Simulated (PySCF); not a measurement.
C2H6Si, charge -1, doublet, at a GFN2-xTB geometry (a state made from the parent by changing its charge; the spin is typed, not shown lowest) (in this run its highest filled SCF level lies above zero, so its values depend strongly on the basis, on diffuse functions most of all), atoms displaced at random by about 0.08 Å a coordinate; PySCF with HF/STO-3G, gradient by finite differences.

Here is a job for PySCF.
```python
from pyscf import gto, scf

mol = gto.M(
    atom='''
Si   -0.24135804    0.04824247    0.70464346
C     0.77417945    1.32021527   -0.42467057
H     0.88724530    2.22408333    0.04719739
H     0.16140409    1.49323436   -1.27368088
H     1.81879065    0.73160100   -0.75210279
C    -0.35311778   -1.46176707   -0.27936229
H     0.65956534   -1.85540653   -0.82096494
H    -0.86411895   -1.23930977   -1.33964930
H    -0.91741099   -2.22533827    0.05485123
''',
    basis='sto-3g',
    charge=-1,
    spin=1,
    verbose=4,
)

mf = scf.UHF(mol)
mf.conv_tol = 1e-11
mf.kernel()
scan, done = mf.as_scanner(), []
scan.scf_summary = {}
def energy(d):
    c = mol.atom_coords()
    c[8, 0] += d
    e = scan(mol.set_geom_(c, unit='Bohr', inplace=False))
    done.append(scan.converged)
    return e
h = 1e-4
fd = (energy(h) - energy(-h)) / (2 * h)
print('dE/dx =', fd)
```

The log (banner, timings and long lists left out):

```
PySCF version 2.14.0

[INPUT] verbose = 4
[INPUT] num. atoms = 9
[INPUT] num. electrons = 33
[INPUT] charge = -1
[INPUT] spin (= nelec alpha-beta = 2S) = 1
[INPUT] symmetry False subgroup None
[INPUT] Mole.unit = angstrom
[INPUT] Symbol           X                Y                Z      unit          X                Y                Z       unit  Magmom
[...]
nuclear repulsion = 96.7272076151345
number of shells = 17
number of NR pGTOs = 75
number of NR cGTOs = 25
basis = sto-3g
ecp = {}

******** <class 'pyscf.scf.uhf.UHF'> ********
method = UHF
initial guess = minao
damping factor = 0
level_shift factor = 0
DIIS = <class 'pyscf.scf.diis.CDIIS'>
diis_start_cycle = 1
diis_space = 8
diis_damp = 0
SCF conv_tol = 1e-11
SCF conv_tol_grad = None
SCF max_cycles = 50
direct_scf = True
direct_scf_tol = 1e-13
number electrons alpha = 17  beta = 16
Set gradient conv threshold to 3.16228e-06
init E= -363.553474702717

cycle= 1 E= -363.539339985191  delta_E= 0.0141  |g|= 0.237  |ddm|= 2.54
cycle= 2 E= -363.591196538287  delta_E= -0.0519  |g|= 0.0465  |ddm|= 0.396
cycle= 3 E= -363.59380431327  delta_E= -0.00261  |g|= 0.0148  |ddm|= 0.103
cycle= 4 E= -363.594071009942  delta_E= -0.000267  |g|= 0.00458  |ddm|= 0.0358
cycle= 5 E= -363.594107708994  delta_E= -3.67e-05  |g|= 0.00194  |ddm|= 0.0139
cycle= 6 E= -363.5941165795  delta_E= -8.87e-06  |g|= 0.000987  |ddm|= 0.00664
cycle= 7 E= -363.594119624508  delta_E= -3.05e-06  |g|= 0.000422  |ddm|= 0.00494
cycle= 8 E= -363.594120173529  delta_E= -5.49e-07  |g|= 0.000155  |ddm|= 0.00246
cycle= 9 E= -363.594120238493  delta_E= -6.5e-08  |g|= 5.5e-05  |ddm|= 0.000775
cycle= 10 E= -363.594120246751  delta_E= -8.26e-09  |g|= 1.41e-05  |ddm|= 0.00028
cycle= 11 E= -363.594120247267  delta_E= -5.16e-10  |g|= 5.26e-06  |ddm|= 7.08e-05
cycle= 12 E= -363.594120247345  delta_E= -7.82e-11  |g|= 1.95e-06  |ddm|= 2.81e-05
cycle= 13 E= -363.594120247358  delta_E= -1.27e-11  |g|= 5.3e-07  |ddm|= 1.28e-05
cycle= 14 E= -363.594120247359  delta_E= -1.42e-12  |g|= 1.74e-07  |ddm|= 3.08e-06
Extra cycle  E= -363.594120247359  delta_E= 2.27e-13  |g|= 9.91e-08  |ddm|= 4.73e-07
converged SCF energy = -363.594120247359  <S^2> = 0.75670982  2S+1 = 2.0066986
Create scanner for <class 'pyscf.scf.uhf.UHF'>

WARN: Mole.unit (angstrom) is changed to Bohr

New geometry
   1 Si    -0.241358040000   0.048242470000   0.704643460000 AA   -0.456100593562   0.091165055873   1.331583154866 Bohr
[...]
Set gradient conv threshold to 3.16228e-06
init E= -363.594123408986
cycle= 1 E= -363.594116799603  delta_E= 6.61e-06  |g|= 4.91e-06  |ddm|= 2.59e-05
cycle= 2 E= -363.594116799626  delta_E= -2.29e-11  |g|= 1.55e-06  |ddm|= 9.56e-06
cycle= 3 E= -363.594116799628  delta_E= -1.65e-12  |g|= 4.18e-07  |ddm|= 2.44e-06
Extra cycle  E= -363.594116799627  delta_E= 2.27e-13  |g|= 1.42e-07  |ddm|= 7.94e-07
converged SCF energy = -363.594116799627  <S^2> = 0.7567098  2S+1 = 2.0066986

WARN: Mole.unit (angstrom) is changed to Bohr

New geometry
   1 Si    -0.241358040000   0.048242470000   0.704643460000 AA   -0.456100593562   0.091165055873   1.331583154866 Bohr
   2 C      0.774179450000   1.320215270000  -0.424670570000 AA    1.462987131766   2.494845285769  -0.802511070463 Bohr
   3 H      0.887245300000   2.224083330000   0.047197390000 AA    1.676650622308   4.202908371911   0.089190140894 Bohr
   4 H      0.161404090000   1.493234360000  -1.273680880000 AA    0.305009525485   2.821803980190  -2.406908033295 Bohr
   5 H      1.818790650000   0.731601000000  -0.752102790000 AA    3.437016206420   1.382525522458  -1.421268290621 Bohr
   6 C     -0.353117780000  -1.461767070000  -0.279362290000 AA   -0.667295893914  -2.762339420208  -0.527918217631 Bohr
   7 H      0.659565340000  -1.855406530000  -0.820964940000 AA    1.246397853856  -3.506210191430  -1.551398894470 Bohr
   8 H     -0.864118950000  -1.239309770000  -1.339649300000 AA   -1.632948154547  -2.341956048798  -2.531570279965 Bohr
   9 H     -0.917463907721  -2.225338270000   0.054851230000 AA   -1.733755514766  -4.205279864813   0.103653802296 Bohr

******** <class 'pyscf.scf.hf.UHF_Scanner'> ********
method = UHF_Scanner
initial guess = minao
damping factor = 0
level_shift factor = 0
DIIS = <class 'pyscf.scf.diis.CDIIS'>
diis_start_cycle = 1
diis_space = 8
diis_damp = 0
SCF conv_tol = 1e-11
SCF conv_tol_grad = None
SCF max_cycles = 50
direct_scf = True
direct_scf_tol = 1e-13
number electrons alpha = 17  beta = 16
Set gradient conv threshold to 3.16228e-06
init E= -363.594110476598
cycle= 1 E= -363.594123692707  delta_E= -1.32e-05  |g|= 9.8e-06  |ddm|= 5.16e-05
cycle= 2 E= -363.594123692793  delta_E= -8.57e-11  |g|= 3.08e-06  |ddm|= 1.91e-05
cycle= 3 E= -363.5941236928  delta_E= -6.93e-12  |g|= 8.31e-07  |ddm|= 4.85e-06
Extra cycle  E= -363.5941236928  delta_E= -6.82e-13  |g|= 2.8e-07  |ddm|= 1.57e-06
converged SCF energy = -363.5941236928  <S^2> = 0.75670982  2S+1 = 2.0066986
dE/dx = 0.03446586475774893
```
